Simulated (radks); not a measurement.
Task: Successive ionisation energies (eV) of one element, from differences of total energies of ions in their ground configurations, starting at charge 1: 16.203, 34.223, 53.089, 74.420, 97.928, 123.42, 150.78, 234.84, 264.29, 294.58, 325.64. All-electron calculation, scalar-relativistic Kohn-Sham, PBE, spin-unpolarised, spherical densities, finite nucleus; Fermi nuclear charge, rms radius 3.7377 fm. Program: a radial shooting solver on a logarithmic mesh with Libxc functionals. Which element is it?

Result: Iron (Z = 26). The first species listed is Fe+ in [Ar] 3d6 4s1, the last Fe11+ in [Ne] 3s2 3p3.
